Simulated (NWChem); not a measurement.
System: SbF3; SMILES [F][Sb]([F])[F]

Computed with NWChem. Coordinates come from a PBE0/def2-SVP optimisation. def2 effective core potentials on Sb; no spin-orbit coupling. Ions are spin-unrestricted doublets at the neutral geometry; other ion states weren't tried.

Q: Estimate the computed values for PBE0/def2-TZVPP. Quantities: vertical ionisation energy, ΔSCF (eV); −ε(HOMO) (eV).

A: 
```json
{
 "vertical ionisation energy, ΔSCF (eV)": "12.31",
 "−ε(HOMO) (eV)": "9.88"
}
```
